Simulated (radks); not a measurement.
The numbers below are computed, except where a source is named.
Question: Ionisation of neutral germanium, [Ar] 3d10 4s2 4p2, to [Ar] 3d10 4s2 4p1 as the strength of local exchange is varied. Code: a radial shooting solver on a logarithmic mesh with Libxc functionals. Model: Dirac Kohn-Sham, Slater X-alpha exchange (alpha = 2/3 is LDA exchange), no correlation, spin-unpolarised, spherical densities, finite nucleus; open shells fill j = l - 1/2 first; Fermi nuclear charge, rms radius 4.0742 fm.

| alpha | E(Ge) (hartree) | exchange (hartree) | IE (eV) | -e of the level emptied (eV) | <r> of it (bohr) |
|---|---|---|---|---|---|
| 0.72 | -2099.04519 | -79.80603 | 7.075 | 3.479 (4p1/2) | 2.875 |
| 0.814 | -2109.49059 | -90.68002 | 7.821 | 4.112 (4p1/2) | 2.771 |
| 0.844 | -2112.83528 | -94.17233 | 8.067 | 4.323 (4p1/2) | 2.740 |
| 0.89 | -2117.97417 | -99.54772 | 8.450 | 4.655 (4p1/2) | 2.695 |
| 0.899 | -2118.98107 | -100.60234 | 8.526 | 4.721 (4p1/2) | 2.686 |
| 0.908 | -2119.98845 | -101.65790 | 8.603 | 4.788 (4p1/2) | 2.678 |
| x | -2093.17895 | -73.72087 | 6.670 | 3.141 (4p1/2) | 2.939 |

Which alpha was used in the last row?

Answer: alpha = 0.667. NIST Atomic Spectra Database: 7.899 eV (measured). The Delta-SCF value meets it near alpha = 0.82. Spin polarisation and multiplet splitting are left out, so open shells lie too high by an amount that depends on their filling.

Beside tabulated values, note that spin-unpolarised runs miss the spin-polarisation part of the exchange energy of open shells.
